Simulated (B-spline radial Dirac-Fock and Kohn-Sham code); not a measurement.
## Auger decay of the 2p1/2 hole in Os⁵⁺

System: the Os⁵⁺ ion, configuration [Xe] 4f14 5d3.

Method: a relativistic independent-particle model: LDA orbitals of the hole state, radiative multipoles to third order, Auger rates from the Coulomb interaction with a continuum orbital, Dirac-Fock energies. Computed with a B-spline atomic structure program. Kinetic energies are configuration averages from the vacuum level; the two-hole energies are estimated from single-hole states.

```csv
transition,kinetic energy (eV),width (meV),share (%)
L2-L3N2,840.2,199,5.6
L2-L3N3,922.2,56.0,1.6
L2-L3N4,1102.2,260,7.4
L2-L3N5,1118.3,74.3,2.1
L2-M1M2,6395.6,105,3.0
L2-M2M2,6639.8,102,2.9
L2-M2M3,6983.6,294,8.3
L2-M2M4,7415.1,148,4.2
L2-M2M5,7478.1,239,6.8
L2-M3M4,7744.8,191,5.4
L2-M4M4,8167.8,153,4.3
L2-M4M5,8238.1,641,18.1
L2-M2N3,9001.0,66.3,1.9
L2-M4N4,9947.0,52.4,1.5
L2-M4N5,9960.7,120,3.4
L2-M5N4,10016.7,89.5,2.5
```

The listed channels hold 79 % of the non-radiative rate. Summed by principal shells, of 3.54 eV in all: LMM 55.4 %, LMN 20.8 %, LLN 18.1 %, LNN 1.9 %, LMO 1.9 %, LLO 1.7 %.
